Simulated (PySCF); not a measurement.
Correlation energy of In⁻ (indium, charge -1)

[Kr] 4d10 5s2 5p2, high-spin 3P determinant. All numbers are calculated (PySCF 2.14, a scalar-relativistic core potential, in aug-cc-pVTZ-PP with one added diffuse shell each of d, f type with ECP28MDF (6s5p5d3f, 67 functions)). Frozen: 4s2 4p6 4d10; 4 electrons correlated.

```json
{"level": "CCSD", "correlation energy (mhartree)": "-52.94"}
{"level": "(T)", "correlation energy (mhartree)": "-2.14"}
{"level": "CCSD(T)", "correlation energy (mhartree)": "-55.08"}
```

Diagnostics: T1 = 0.015, D1 = 0.0352, largest double amplitude 0.078.

Cost of the coupled-cluster step: about 4 core-seconds, for 4 correlated electrons.
